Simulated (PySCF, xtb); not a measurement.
**Two isomers of BClHN2+**

Structure X is `N#[N+]BCl`, a singlet and structure Y is `ClB1N=[NH+]1`, a singlet. Both are isolated ions in the gas phase, relaxed with PBE-D3(BJ)/def2-SVP.

X (Å):

```yaml
atoms:
  - { symbol: B, position_ang: [-2.0382, 0.2498, 0.4338] }
  - { symbol: Cl, position_ang: [-1.7537, -1.0148, -0.6342] }
  - { symbol: N, position_ang: [-4.5182, 0.3387, 1.4856] }
  - { symbol: N, position_ang: [-3.4997, 0.2828, 1.0394] }
  - { symbol: H, position_ang: [-1.3574, 1.1519, 0.8441] }
```

Y (Å):

| atom | x (Å) | y (Å) | z (Å) |
| --- | --- | --- | --- |
| B | -3.1405 | 0.2724 | 1.0597 |
| Cl | -4.2321 | -0.1928 | 2.2188 |
| N | -2.5136 | 1.2256 | 0.0953 |
| N | -2.0236 | 0.0538 | 0.1756 |
| H | -1.2105 | -0.3309 | -0.3704 |

Quicker runs give these differences E(Y) − E(X): GFN2-xTB +1.144 eV; HF/STO-3G +0.889 eV (at GFN2-xTB geometries); r2SCAN-D4/def2-SVP +1.002 eV (at GFN2-xTB geometries).

Task: Estimate E(Y) − E(X) at the level CCSD(T)/def2-SVP + ΔMP2/def2-TZVPP.

Result: Calculated at CCSD(T)/def2-SVP + ΔMP2/def2-TZVPP: E(Y) − E(X) = +1.518 eV, so structure X lies lower.

Level by level:

| level | geometry | E(Y) − E(X) (eV) | departure from the last row (eV) | job, with rough time for the two |
| --- | --- | --- | --- | --- |
| GFN2-xTB | GFN2-xTB | +1.144 | −0.373 | optimisation, 0.074 s |
| HF/STO-3G | GFN2-xTB | +0.889 | −0.628 | single point, 0.84 s |
| r2SCAN-D4/def2-SVP | GFN2-xTB | +1.002 | −0.516 | single point, 4.4 s |
| PBE-D3(BJ)/def2-SVP | PBE-D3(BJ)/def2-SVP | +1.074 | −0.444 | optimisation, 24 s |
| HF/def2-SVP | PBE-D3(BJ)/def2-SVP | +1.428 | −0.089 | part of the CCSD(T) run |
| MP2/def2-SVP | PBE-D3(BJ)/def2-SVP | +1.613 | +0.095 | part of the CCSD(T) run |
| CCSD(T)/def2-SVP | PBE-D3(BJ)/def2-SVP | +1.487 | −0.030 | single point |
| CCSD(T)/def2-SVP + ΔMP2/def2-TZVPP | PBE-D3(BJ)/def2-SVP | +1.518 |  | single point, 11 s |

As drawn, Y has 1 B–N, 1 N=N, 1 N–H in place of 1 N≡N, 1 B–H. Structure X has no ring, Y a 3-membered ring.

None of the levels shown reverses the order. The largest departure from CCSD(T)/def2-SVP + ΔMP2/def2-TZVPP is that of HF/STO-3G, 0.628 eV. The last row adds to CCSD(T) the change of the MP2 difference between the two basis sets, here +0.030 eV.

With thermal terms from frequencies at re-optimised GFN2-xTB minima (ideal gas, soft modes damped towards free rotors, one conformer each, 298.15 K, 1 atm): on the last row, ΔE + ΔZPE = +1.566, ΔH = +1.554, ΔG = +1.585 eV.

The correlated steps freeze 8 core orbitals. Run with PySCF 2.14.0, xtb 6.7.1; the last row on 2 threads of AMD EPYC 9R45 96-Core Processor (Zen 5) on a shared host.
